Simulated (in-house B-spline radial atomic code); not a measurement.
Orbital energies and mean radii along the 58-electron series, configuration [Kr] 4d10 4f11 5s1. The effective charge is n√(-2ε), a non-relativistic measure. Computed with a B-spline radial code for spherical atoms: Dirac-Hartree-Fock, average of the configuration, finite nuclei.

| ion | Z | energy of 4p3/2 (Eh) | mean radius of 4p3/2 (bohr) | energy of 4d3/2 (Eh) | mean radius of 4d3/2 (bohr) | effective charge of 4p3/2 |
| --- | --- | --- | --- | --- | --- | --- |
| Hf14+ | 72 | -25.499 | 0.50071 | -19.513 | 0.51547 | 28.565 |
| Ta15+ | 73 | -27.421 | 0.48999 | -21.256 | 0.50253 | 29.622 |
| W16+ | 74 | -29.416 | 0.47965 | -23.07 | 0.49017 | 30.681 |
